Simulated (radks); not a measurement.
As3+, configuration [Ar] 3d10 4s1.75 4d0.25 (fractional occupations, a model configuration).

Calculated with a radial shooting solver on a logarithmic mesh with Libxc functionals: scalar-relativistic Kohn-Sham, HCTH/407, spin-polarised, spherical densities, point nucleus; open shells are filled with parallel spins first.

Energy parts (hartree):
| part | energy |
|---|---|
| total | -2260.04112 |
| kinetic | 2303.29893 |
| electron-nucleus | -5408.44986 |
| Hartree | 929.40707 |
| exchange-correlation | -84.29726 |

Orbitals (lengths in bohr, moments of r in powers of bohr; <r^-3> diverges for s and p1/2; r(max) is where P^2 peaks; r(90%) holds 90 % of the orbital's charge):
orbital,occ.,eigenvalue (hartree),r(90%),r(max),<r^4>,<r^-3>
1s up,1,-431.8412,0.0814,0.02976,0.00002003,-
1s down,1,-431.8401,0.0814,0.02976,0.00002003,-
2s up,1,-56.04835,0.314,0.1701,0.004068,-
2s down,1,-56.04735,0.314,0.1701,0.004068,-
2p up,3,-49.36453,0.289,0.1362,0.002965,1107
2p down,3,-49.36356,0.289,0.1362,0.002965,1107
3s up,1,-8.35644,0.892,0.5215,0.2707,-
3s down,1,-8.35547,0.891,0.5216,0.2703,-
3p up,3,-6.27909,0.943,0.5205,0.3386,153.9
3p down,3,-6.27789,0.942,0.5205,0.3376,154.0
3d up,5,-2.85051,1.11,0.4754,0.7004,17.24
3d down,5,-2.84760,1.11,0.4753,0.6883,17.28
4s up,1,-1.67450,2.53,1.528,17.28,-
4s down,0.75,-1.64547,2.59,1.522,18.58,-
4d down,0,-0.68502,3.84,2.665,93.50,1.075
4d up,0.25,-0.68040,4.28,2.433,140.3,1.126

The highest occupied level is 4d up at -18.515 eV. The configuration is held as typed, so some empty levels lie below it. Spin moment in Bohr magnetons: 0.5. The density falls to 0.001 e/bohr^3 at r = 3.35 bohr. Summed over all electrons, <r^2> = 17.70 bohr^2, which gives a Langevin (diamagnetic) susceptibility term of -14 x 10^-6 cm^3/mol.
